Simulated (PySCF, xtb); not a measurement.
Nb(S)(F)(NH2)2 (FH4N2NbS), SMILES [NH2][Nb]([NH2])([F])=[S], multiplicity 1. One conformer was computed; it need not be the lowest.

Harmonic wavenumbers (cm⁻¹) from GFN2-xTB (xtb) at its own minimum, in rising order: 106, 116, 150, 151, 169, 215, 290, 385, 470, 526, 530, 553, 563, 574, 585, 1484, 1487, 3286, 3287, 3315, 3317.

What does B3LYP-D3(BJ)/def2-SVP in PySCF give at its own minimum? (An estimate is asked for; the answer gives what the named calculation found.)

156, 158, 182, 182, 199, 217, 369, 487, 522, 530, 538, 603, 682, 697, 697, 1496, 1500, 3520, 3523, 3619, 3619. Paired by order, the mean absolute difference is 92 cm⁻¹ and the zero-point energies are 30.8 and 33.6 kcal/mol.
